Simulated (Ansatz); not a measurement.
Basis sets compared for SnPhH3 (C₆H₈Sn). The state is a singlet with charge 0. Geometry r2SCAN-D4/def2-SVP. Ansatz on 4 threads of Intel Xeon on a shared host; times are rough, and most runs start from earlier orbitals.

| atom | x (Å) | y (Å) | z (Å) |
| --- | --- | --- | --- |
| Sn1 | 0.357 | 2.382 | -1.146 |
| C2 | 0.072 | 0.466 | -0.214 |
| C3 | -1.191 | 0.086 | 0.270 |
| C4 | -1.382 | -1.167 | 0.863 |
| C5 | -0.310 | -2.057 | 0.979 |
| C6 | 0.952 | -1.690 | 0.504 |
| C7 | 1.142 | -0.437 | -0.089 |
| H8 | -2.042 | 0.772 | 0.192 |
| H9 | -2.371 | -1.448 | 1.236 |
| H10 | -0.458 | -3.037 | 1.443 |
| H11 | 1.795 | -2.382 | 0.595 |
| H12 | 2.139 | -0.166 | -0.451 |
| H13 | 1.951 | 2.928 | -0.831 |
| H14 | -0.790 | 3.485 | -0.510 |
| H15 | 0.136 | 2.265 | -2.843 |

In the def2 sets Sn takes a core potential; there is no spin–orbit coupling.

Binding counts from free atoms (Sn triplet, C triplet, H doublet) in the same basis, without a counterpoise term.

```csv
level,functions,energy (Eh),HOMO (eV),LUMO (eV),binding per atom (eV),wall time
PBE-D4/def2-SVP,150,-447.2427,-6.30,-1.35,4.54,3.3 s
PBE-D4/def2-TZVP (with forces),284,-447.4985,-6.37,-1.48,4.49,9.5 s
revPBE-D4/def2-TZVP,284,-447.8281,-6.30,-1.40,4.39,7 s
PBE0-D4/def2-SVP,150,-447.2822,-7.31,-0.48,4.47,5 s
PBE0-D4/def2-TZVP,284,-447.5336,-7.33,-0.59,4.42,14 s
```

Question: Estimate the rows for PBE-D4/def2-TZVPD, revPBE-D4/def2-TZVPD, PBE0-D4/def2-TZVPD.

Answer: 
```
               level  functions  energy (Eh)  HOMO (eV)  LUMO (eV)  binding per atom (eV)  wall time
   PBE-D4/def2-TZVPD        350    -447.4997      -6.39      -1.53                   4.49       14 s
revPBE-D4/def2-TZVPD        350    -447.8294      -6.33      -1.44                   4.39       14 s
  PBE0-D4/def2-TZVPD        350    -447.5345      -7.35      -0.65                   4.42       23 s
```
